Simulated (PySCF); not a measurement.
Calculation: TPSSh-D3(BJ)/def2-TZVP // BP86-D3(BJ)/def2-SVP run with PySCF 2.14.0. All species are isolated molecules in the gas phase. One relaxed conformer stands for a flexible species; it need not be the lowest. 

Reference species: [Cd(Cl)(NH2)] (neutral, multiplicity 1).

```yaml
coordination_number: 2
charge on the central atom (Mulliken): 0.75 e
HOMO: -6.77 eV
```

Changed species: [Cd(NH2)2] (2 of 2 Cl replaced by NH2; the reference has 1 of 2 Cl replaced by NH2).

Task: Predict the effect on the coordination number, charge on the central atom (Mulliken) and HOMO.

Result: the coordination number is nearly the same; the charge on the central atom (Mulliken) drops by 0.02 e, to 0.73 e; the HOMO goes up by 0.82 eV, to -5.95 eV.
